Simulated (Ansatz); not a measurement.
Stepwise reaction of `O[SiH](O)[SiH2]Cl` with hydrogen, as a gas-phase model of exchange steps in deposition or etching. ΔE in kJ/mol.

Program: Ansatz. Geometries: PBE0-D4/def2-TZVP. ΔE: electronic, gas phase. CCSD(T)/CBS adds triple-zeta CCSD(T) − MP2 to the extrapolated MP2 energy (def2 sets, frozen cores). This one scheme is used for every species. Functionals use def2-TZVPP. B3LYP here is the variant with VWN-RPA as its local correlation; programs differ in this. Each species was taken in one conformer, which may not be the lowest.

```csv
step,reaction,PBE-D4,B3LYP-D4,ωB97M-V,CCSD(T)/CBS
2,`O[SiH2][SiH2]Cl` + H₂ → `[SiH3][SiH2]Cl` + H₂O,54.4,60.8,59.8,57.0
```

(1) Give the row of step 1, `O[SiH](O)[SiH2]Cl` + H₂ → `O[SiH2][SiH2]Cl` + H₂O. (Best estimate.)

(2) By hand: ΔE of the 2 steps together at CCSD(T)/CBS.

Results:

(1) The calculation gave: 
```tsv
step	reaction	PBE-D4	B3LYP-D4	ωB97M-V	CCSD(T)/CBS
1	`O[SiH](O)[SiH2]Cl` + H₂ → `O[SiH2][SiH2]Cl` + H₂O	85.4	91.6	91.8	88.2
```

(2) (88.2) + (57.0) = 145.2 kJ/mol, or 72.6 kJ/mol a step.

In ΔE each step is lower than the one before. All are uphill at CCSD(T)/CBS. PBE-D4 differs from CCSD(T)/CBS by -2.8 to -2.6 kJ/mol a step. Only this route is followed, and other bonds may react first. Isolated molecules leave out the surface, adducts and barriers. Largest T1 diagnostic: 0.012.
